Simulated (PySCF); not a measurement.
**How methods differ on the ionisation energy of Mn**

Mn [Ar] 3d5 4s2 (6S) → Mn⁺ [Ar] 3d5 4s1 (7S), as a difference of total energies. Computed with PySCF 2.14 in cc-pVDZ, with no relativity, point nucleus. Correlated levels: valence: [Ar] frozen. The calculations carry no spin-orbit coupling.

| method | ionisation energy (eV) |
| --- | --- |
| UHF | 5.982 |
| PBE0 | 7.028 |
| LDA | 7.486 |
| MP2 (valence) | 6.845 |
| SCS-MP2 (valence) | 7.027 |

How much does correlation contribute at MP2 (valence)?

6.845 − (5.982) = 0.863 eV, measured against UHF.

These non-relativistic numbers lack the scalar-relativistic shift.

Errors of the correlated levels include the incompleteness of this basis and the frozen core.

MP2 underrates the near-degeneracy of ns² with np² in the lower species.

For comparison: 7.434 eV (measured; NIST Atomic Spectra Database, ionization energies).
